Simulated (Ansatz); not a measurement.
This geometry of a periodic cell of 17 atoms, Li$_{16}$C (host Li, host structure bcc, interstitial C) is a first-order saddle point.

Level of theory: Ansatz 0.2.0, DFT LDA, scalar-relativistic, plane waves, PAW. Settings: cutoff 420 eV, k mesh 4x4x4, gaussian smearing 0.1 eV, no spin polarisation.

```xyz
17
Lattice="6.9800 0.0000 0.0000 0.0000 6.9800 0.0000 0.0000 0.0000 6.9800" Properties=species:S:1:pos:R:3
Li -0.513 0.511 0.004
Li 3.857 0.287 0.004
Li -0.291 3.123 0.003
Li 0.003 0.000 3.493
Li 2.046 1.696 1.677
Li 3.557 3.425 0.003
Li 3.541 -0.250 3.493
Li 5.071 1.907 1.975
Li 0.251 3.436 3.493
Li 1.617 5.362 1.460
Li 2.045 1.696 5.309
Li 3.263 3.717 3.493
Li 5.285 4.936 1.680
Li 5.071 1.907 5.013
Li 1.617 5.362 5.526
Li 5.286 4.937 5.306
C 4.963 2.014 0.004
```

Which two structures does it join? (They come from a converged band through this point; their orientation in space is the band's.)

Contacts lost: Li5–Li8, Li5–C17, Li11–Li14, Li11–C17. Contacts made: Li8–Li13, Li13–C17, Li14–Li16, Li16–C17. The atom that moves furthest is C17, by 1.23 Å.

First end point:

```xyz
17
Lattice="6.9800 0.0000 0.0000 0.0000 6.9800 0.0000 0.0000 0.0000 6.9800" Properties=species:S:1:pos:R:3
Li -0.727 0.426 0.004
Li 3.737 -0.193 0.004
Li -0.727 3.065 0.004
Li 0.288 0.263 3.494
Li 2.471 1.745 1.323
Li 3.737 3.684 0.004
Li 3.323 -0.216 3.493
Li 4.987 1.745 1.946
Li 0.288 3.228 3.494
Li 1.454 5.235 1.486
Li 2.471 1.745 5.665
Li 3.323 3.707 3.494
Li 5.399 5.235 1.965
Li 4.985 1.745 5.049
Li 1.454 5.235 5.501
Li 5.400 5.235 5.022
C 4.363 1.746 0.007
```

Last end point:

```xyz
17
Lattice="6.9800 0.0000 0.0000 0.0000 6.9800 0.0000 0.0000 0.0000 6.9800" Properties=species:S:1:pos:R:3
Li -0.426 0.716 0.003
Li 3.916 0.716 0.003
Li 0.187 3.245 0.002
Li -0.258 -0.278 3.492
Li 1.745 1.586 1.954
Li 3.303 3.245 0.002
Li 3.747 -0.278 3.492
Li 5.235 1.990 1.935
Li 0.207 3.650 3.492
Li 1.745 5.513 1.489
Li 1.745 1.586 5.030
Li 3.282 3.650 3.492
Li 5.235 4.519 1.321
Li 5.235 1.990 5.050
Li 1.745 5.513 5.496
Li 5.235 4.519 5.663
C 5.235 2.616 0.003
```

How far does it lie above each of them?

0.209 eV above the first and 0.209 eV above the second. This is the barrier of this one path; another mechanism may lie lower. Limits of this set-up: coarse k mesh.

The run took 39 min on 2 threads of Arm Neoverse V2, on a shared host, peak memory 2.2 GiB.
